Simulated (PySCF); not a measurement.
Delta-SCF ions had no search for a lower state. Excitations are Tamm–Dancoff values on a coarser integration grid. The basis has no diffuse functions, so Rydberg states are missing or too high.

Z-matrix (Å, degrees):
```
C
C 1 1.3350
H 1 1.0812 2 118.08
H 2 1.0855 1 116.89 3 0.01
C 1 1.4461 3 116.63 2 -179.96
C 5 1.3506 1 126.51 3 0.25
H 5 1.0856 6 117.83 1 -179.96
H 6 1.0861 5 115.25 7 0.00
C 2 1.4904 4 114.75 1 179.96
H 9 1.0867 2 113.56 4 179.56
H 9 1.0924 10 108.08 7 123.11
H 9 1.0925 10 108.06 11 114.89
B 6 1.5255 8 118.75 5 179.95
H 13 1.1917 6 122.02 8 179.84
H 13 1.1927 14 117.96 3 -179.82
```
Charge 0, multiplicity 1.

Problem. Give the T1 excitation (TDA), vertical ionisation energy (Delta-SCF), S1–T1 gap (TDA), dipole moment and HOMO–LUMO gap at the level CAM-B3LYP-D3(BJ)/def2-TZVP (PySCF).

Solution. 
| Property | Result |
|---|---|
| T1 excitation (TDA) | 2.65 eV |
| vertical ionisation energy (Delta-SCF) | 8.82 eV |
| S1–T1 gap (TDA) | 2.13 eV |
| dipole moment | 2.57 D |
| HOMO–LUMO gap | 7.01 eV |
